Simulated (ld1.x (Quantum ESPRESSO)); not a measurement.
**Transferability test, ultrasoft potential for F (Z = 9)**

fluorine, ultrasoft, made with ld1.x (Quantum ESPRESSO) 7.5 (PBEsol, non-relativistic). Core [He], reference 2s2 2p5. Waves: 2s (bound): rcut 0.55, rcutus 0.70 bohr; 2s channel at 1.9 Ry: rcut 0.55, rcutus 0.70 bohr; 2p (bound): rcut 1.00, rcutus 1.30 bohr; 2p channel at -0.15 Ry: rcut 1.00, rcutus 1.30 bohr; 3d channel at 0.1 Ry: rcut 0.80, rcutus 1.10 bohr; 3d channel at 1 Ry: rcut 0.80, rcutus 1.10 bohr. Local part: all-electron potential smoothed inside 0.80 bohr (lloc = -1). Core correction: Bessel-smoothed model core inside 0.60 bohr. Augmentation charge: PSQ, inside the norm-conserving radii.

Energies are relative to the spin-unpolarised reference configuration 2s2 2p5; without spin polarisation the order of configurations can differ from experiment.

Its overlap operator is not positive definite in a basis up to 400 Ry (lowest eigenvalue d -1.08), so the file is unfit for use: the generalised eigenproblem breaks down once the basis is large enough, and its test numbers describe a broken file.

| valence configuration | charge | ΔE all-electron (eV) | error AE − PS (meV) |
| --- | --- | --- | --- |
| 2s2 2p4 | +1 | 19.328 | +6.6 |
| 2s2 2p3 | +2 | 57.616 | +41 |
| 2s2 2p2 | +3 | 118.110 | +123 |
| 2s2 2p5.3 | -0.3 | -2.656 | +0.2 |
| 2s2 2p4.5 | +0.5 | 7.516 | +1.2 |
| 2s1 2p5 | +1 | 38.220 | +5.3 |
| 2s1 2p6 | 0 | 18.607 | +9.0 |

Levels in the configuration 2s2 2p2:

| level | all-electron (eV) | pseudo (eV) |
| --- | --- | --- |
| 2s | -90.818 | -90.748 |
| 2p | -72.585 | -72.476 |

The ghost test of this file was not conclusive.
